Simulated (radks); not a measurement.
Ionisation of the bismuth ion Bi+, [Hg] 6p2, to [Hg] 6p1 as the strength of local exchange is varied. Calculated with a radial shooting solver on a logarithmic mesh with Libxc functionals: Dirac Kohn-Sham, Slater X-alpha exchange (alpha = 2/3 is LDA exchange), no correlation, spin-unpolarised, spherical densities, point nucleus; open shells fill j = l - 1/2 first.

| alpha | E(Bi+) (hartree) | exchange (hartree) | IE (eV) | -e of the level emptied (eV) | <r> of it (bohr) |
|---|---|---|---|---|---|
| 0.583 | -21513.6629 | -329.8433 | 14.923 | 10.874 (6p1/2) | 2.681 |
| 0.589 | -21517.0578 | -333.2920 | 14.983 | 10.930 (6p1/2) | 2.677 |
| 0.667 | -21561.2415 | -378.2255 | 15.777 | 11.665 (6p1/2) | 2.624 |
| 0.69 | -21574.2878 | -391.5106 | 16.015 | 11.887 (6p1/2) | 2.609 |
| 0.878 | -21681.2306 | -500.7071 | 18.024 | 13.767 (6p1/2) | 2.494 |
| 0.989 | -21744.6259 | -565.6855 | 19.262 | 14.935 (6p1/2) | 2.433 |
| 1.015 | -21759.5025 | -580.9600 | 19.558 | 15.215 (6p1/2) | 2.419 |

NIST Atomic Spectra Database: 16.703 eV (measured). The Delta-SCF value meets it near alpha = 0.75. Spin polarisation and multiplet splitting are left out, so open shells lie too high by an amount that depends on their filling.

Beside tabulated values, note that spin-unpolarised runs miss the spin-polarisation part of the exchange energy of open shells.
